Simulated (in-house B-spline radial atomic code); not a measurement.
Configurations of the mercury ion Hg⁵⁺, with energies counted from [Xe] 4f14 5d7. Level of theory: Dirac-Hartree-Fock, average of configuration, Fermi nucleus of rms radius 5.4648 fm; calculated with a radial B-spline atomic code at the basis-set limit. Energies include first-order Breit, QED and recoil terms.

Occupations are held fixed; configurations that lie above the ionisation limit could autoionise.

```csv
configuration,E - E(ref) (eV),highest orbital,its <r> (bohr)
[Xe] 4f14 5d6 5f1,45.612,5f7/2,2.467
[Xe] 4f13 5d8,97.267,5d5/2,1.279
[Kr] 4d10 4f14 5s2 5p5 5d7 6f1,125.93,6f7/2,4.651
[Kr] 4d10 4f14 5s2 5p5 5d7 7g1,137.39,7g7/2,10.41
[Kr] 4d10 4f14 5s2 5p5 5d7 8g1,139.76,8g7/2,14.13
[Xe] 4f13 5d7 7s1,145.98,7s1/2,3.748
[Xe] 4f13 5d7 9s1,165.07,9s1/2,8.635
```

Question: Order these further configurations by energy, lowest first.
A. [Kr] 4d10 4f14 5s2 5p5 5d7 5g1
B. [Xe] 4f14 5d6 6f1
C. [Xe] 4f13 5d7 8s1
D. [Xe] 4f14 5d6 7f1
E. [Kr] 4d10 4f14 5s2 5p5 5d7 6g1

Answer: B (58.204 eV), D (64.959 eV), A (127.76 eV), E (133.75 eV), C (158.52 eV).

Question: How far above the reference does [Xe] 4f13 5d7 8g1 lie?

Answer: 171.6 eV; its least bound orbital is 8g7/2 with <r> = 14.14 bohr.

Question: How far above the reference does [Kr] 4d10 4f14 5s2 5p5 5d7 7s1 lie?

Answer: 114.3 eV; its least bound orbital is 7s1/2 with <r> = 3.765 bohr.

Question: How far above the reference does [Xe] 4f14 5d6 8p1 lie?

Answer: 61.439 eV; its least bound orbital is 8p3/2 with <r> = 6.731 bohr.
